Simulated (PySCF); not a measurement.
## Excitation energy of In by level of theory

In [Kr] 4d10 5s2 5p1 (2P) → In [Kr] 4d10 5s2 6s1 (2S), as a difference of total energies. Computed with PySCF 2.14 in aug-cc-pwCVTZ-DK3, with scalar relativity by spin-free X2C-1e. Correlated levels: valence: [Kr] 4d10 frozen. The calculations carry no spin-orbit coupling.

```
           method  excitation energy (eV)
              UHF                   2.721
    MP2 (valence)                   2.776
SCS-MP2 (valence)                   2.780
   CCSD (valence)                   2.808
CCSD(T) (valence)                   2.812
```

Q: How much does correlation contribute at CCSD(T) (valence)?

A: 2.812 − (2.721) = 0.091 eV, measured against UHF.

Errors of the correlated levels include the incompleteness of this basis and the frozen core.

For comparison: 2.839 eV (measured; NIST levels, between the centres of gravity of the two terms).
